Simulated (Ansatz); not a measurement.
`BBCC` + HCl → `BBCl` + ethane at 500 K and 1 bar (ligand exchange at a B–C bond).

Gas-phase electronic energies from Ansatz, PBE0-D4/def2-TZVP geometries. CCSD(T)/CBS adds triple-zeta CCSD(T) − MP2 to the extrapolated MP2 energy (def2 sets, frozen cores). This one scheme is used for every species. Each species was taken in one conformer, which may not be the lowest.

```tsv
species	CCSD(T)/CBS energy (Eh)	H − E (kJ/mol)	S (J/(mol·K))
`BBCC`	-130.45894	297.0	386.6
HCl	-460.38127	32.5	201.9
`BBCl`	-511.15624	115.9	318.9
`CC`	-79.71954	220.5	259.9
```

H − E and S are ideal-gas, rigid-rotor, harmonic terms from PBE0-D4/def2-TZVP, for one conformer and one mirror image of each species. 1 Eh = 2625.50 kJ/mol, R = 8.31446 J/(mol·K).

Q: By hand: ΔE, ΔH, ΔS and ΔG.

A: ΔE = (-511.15624) + (-79.71954) − (-130.45894) − (-460.38127) = -0.03557 Eh = -93.4 kJ/mol. Δ(H − E) = 115.9 + 220.5 − 297.0 − 32.5 = 6.9, so ΔH = -86.5 kJ/mol. ΔS = 318.9 + 259.9 − 386.6 − 201.9 = -9.7 J/(mol·K). ΔG = -86.5 − 500 × (-9.7)/1000 = -81.7 kJ/mol.

Q: By hand: the equilibrium constant, and the temperature at which ΔG would vanish if ΔH and ΔS stayed fixed.

A: log₁₀ K = −ΔG/(RT ln 10) = 8.5. ΔG = 0 at ΔH/ΔS = 8918 K, far beyond where these terms or the molecules hold.

The number of gas molecules stays the same, so ΔS is small and ΔH decides. A doubt of 5 kJ/mol in ΔE shifts log₁₀ K by 0.5 here. Other conformers and mirror images would add mixing entropy, several J/(mol·K) or more a flexible species. Modes under 60 cm⁻¹, often nearly free rotors, make the harmonic entropy too high. These are equilibria of isolated gas molecules and say nothing of rates. Largest T1 diagnostic: 0.012 (customary marks: 0.02 for closed shells, 0.045 for open ones).
